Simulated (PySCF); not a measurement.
C3H3F3O.
Bonds: C1–C2 (double), C2–O3, O3–C4, C4–F5, C4–F6, C4–F7. Hydrogens: H8, H9 on C1; H10 on C2.

The same species was optimised twice, with GFN2-xTB and with PBE0-D3(BJ)/def2-SVP (PySCF), and the same property calculations (PySCF, gas phase) were run on both structures.

```csv
coordinate,GFN2-xTB,PBE0-D3(BJ)/def2-SVP,change
O3–C4 (Å),1.321,1.348,+0.027
C2–O3 (Å),1.395,1.373,-0.022
C1=C2 (Å),1.316,1.329,+0.013
C4–F6 (Å),1.344,1.331,-0.013
C4–F7 (Å),1.344,1.331,-0.013
C4–F5 (Å),1.328,1.318,-0.010
F6–C4–F7 (°),105.6,107.6,+2.0
O3–C4–F7 (°),114.1,112.2,-1.9
O3–C4–F6 (°),114.1,112.3,-1.8
F5–C4–F6 (°),106.8,108.6,+1.8
C2–O3–C4 (°),119.7,121.5,+1.8
F5–C4–F7 (°),106.8,108.6,+1.8
O3–C4–F5 (°),109.0,107.5,-1.5
C1–C2–O3 (°),127.6,128.3,+0.7
C1–C2–O3–C4 (°),0,0,0
C2–O3–C4–F5 (°),180,180,0
```

Rotational constants: A = 4929, B = 2179, C = 2043 MHz (GFN2-xTB) against A = 4933, B = 2158, C = 2030 MHz (PBE0-D3(BJ)/def2-SVP). Point groups within 0.08 Å: Cs and Cs.

On the GFN2-xTB structure: lowest triplet, Tamm–Dancoff (eV) 4.50 [CAM-B3LYP/def2-SVPD]; isotropic polarisability (au) 43.5 [CAM-B3LYP/def2-SVPD]; HOMO (eV) -9.49 [CAM-B3LYP/def2-SVPD]; LUMO (eV) 0.88 [CAM-B3LYP/def2-SVPD]; dipole (D) 2.38 [CAM-B3LYP/def2-SVPD]; HOMO (eV) -8.06 [PBE0/pcSseg-1]; LUMO (eV) -0.11 [PBE0/pcSseg-1]; dipole (D) 2.29 [PBE0/pcSseg-1]; GIAO shielding of C1 (ppm) 83.2 [PBE0/pcSseg-1]; GIAO shielding of C2 (ppm) 36.6 [PBE0/pcSseg-1]; GIAO shielding of O3 (ppm) 163.2 [PBE0/pcSseg-1]; GIAO shielding of C4 (ppm) 56.8 [PBE0/pcSseg-1]; GIAO shielding of F5/F6/F7 (mean) (ppm) 244.6 [PBE0/pcSseg-1].

Question: What do these properties become on the PBE0-D3(BJ)/def2-SVP structure?

Answer: 
| property | level | on GFN2-xTB | on PBE0-D3(BJ)/def2-SVP | change |
| --- | --- | --- | --- | --- |
| lowest triplet, Tamm–Dancoff (eV) | CAM-B3LYP/def2-SVPD | 4.50 | 4.37 | -0.13 |
| isotropic polarisability (au) | CAM-B3LYP/def2-SVPD | 43.5 | 44.1 | +0.6 |
| HOMO (eV) | CAM-B3LYP/def2-SVPD | -9.49 | -9.22 | +0.27 |
| LUMO (eV) | CAM-B3LYP/def2-SVPD | 0.88 | 1.00 | +0.12 |
| dipole (D) | CAM-B3LYP/def2-SVPD | 2.38 | 1.89 | -0.49 |
| energy, GFN2-xTB geometry as zero (kcal/mol) | CAM-B3LYP/def2-SVPD | 0.0 | -0.9 | -0.9 |
| HOMO (eV) | PBE0/pcSseg-1 | -8.06 | -7.79 | +0.27 |
| LUMO (eV) | PBE0/pcSseg-1 | -0.11 | 0.02 | +0.13 |
| dipole (D) | PBE0/pcSseg-1 | 2.29 | 1.80 | -0.49 |
| energy, GFN2-xTB geometry as zero (kcal/mol) | PBE0/pcSseg-1 | 0.0 | -0.9 | -0.9 |
| GIAO shielding of C1 (ppm) | PBE0/pcSseg-1 | 83.2 | 83.0 | -0.2 |
| GIAO shielding of C2 (ppm) | PBE0/pcSseg-1 | 36.6 | 35.1 | -1.5 |
| GIAO shielding of O3 (ppm) | PBE0/pcSseg-1 | 163.2 | 154.7 | -8.5 |
| GIAO shielding of C4 (ppm) | PBE0/pcSseg-1 | 56.8 | 57.7 | +0.9 |
| GIAO shielding of F5/F6/F7 (mean) (ppm) | PBE0/pcSseg-1 | 244.6 | 250.9 | +6.3 |

The heavy atoms differ by 0.022 Å rms after alignment. Among bonds between heavy atoms O3–C4 changes most (+0.027 Å). Changes are differences of the printed values. Neither structure is proved a minimum here.

The values belong to the conformer `[CH2:1]=[CH:2][O:3][C:4]([F:5])([F:6])[F:7]`: C1–C2–O3–C4 0°, C2–O3–C4–F5 180°.
